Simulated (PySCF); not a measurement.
A table of computed properties in which two entries of one column were swapped by mistake.

```csv
no.,species (SMILES),level of the electronic properties,HOMO–LUMO gap,dipole moment,smallest rotational constant,HOMO energy
1,C=Pc1ccc(OC)cc1,PBE0/pcSseg-1,4.81 eV,2.82 D,5.205 GHz,-6.42 eV
2,CC/C(F)=C(/OC)C(=O)F,PBE0/pcSseg-1,5.47 eV,3.17 D,0.730 GHz,-7.04 eV
3,CO[SiH2]O[C@@H](C)C[SiH3],PBE0/pcSseg-1,8.52 eV,1.84 D,0.626 GHz,-8.00 eV
4,FCCl (CH2ClF),PBE0/pcSseg-1,9.52 eV,1.99 D,0.501 GHz,-8.88 eV
```

Geometries and rotational constants: GFN2-xTB. Species are written as SMILES; each is one conformer at its optimised geometry, gas phase, non-relativistic unless stated. Electronic properties by PySCF.

Dipoles, sizes and rotational constants follow the conformer. The torsions of the flexible species, by atom-mapped SMILES:
- `[CH2:1]=[P:2][c:3]1[cH:4][cH:5][c:6]([O:7][CH3:8])[cH:9][cH:10]1`: C1–P2–C3–C4 43°, C5–C6–O7–C8 1°
- `[CH3:1][CH2:2]/[C:3]([F:4])=[C:5](/[O:6][CH3:7])[C:8](=[O:9])[F:10]`: C1–C2–C3–F4 92°, C3–C5–O6–C7 2°, C3–C5–C8–O9 5°
- `[CH3:1][O:2][SiH2:3][O:4][C@@H:5]([CH3:6])[CH2:7][SiH3:8]`: C1–O2–Si3–O4 177°, O2–Si3–O4–C5 175°, Si3–O4–C5–C6 145°, O4–C5–C7–Si8 -48°

Task: Which two entries changed places?

Result: The smallest rotational constant of rows 1 and 4. The true values are 0.501 GHz for `C=Pc1ccc(OC)cc1` (19 atoms, 80 electrons) and 5.205 GHz for `FCCl` (CH2ClF) (5 atoms, 34 electrons), the smallest and the largest in that column.

Task: Restore the column in rising order.

Result: row 1: 0.501 GHz, row 3: 0.626 GHz, row 2: 0.730 GHz, row 4: 5.205 GHz.

Task: Give the restored column in cm⁻¹.

Result: row 1: 0.0167 cm⁻¹, row 2: 0.0243 cm⁻¹, row 3: 0.0209 cm⁻¹, row 4: 0.1736 cm⁻¹.
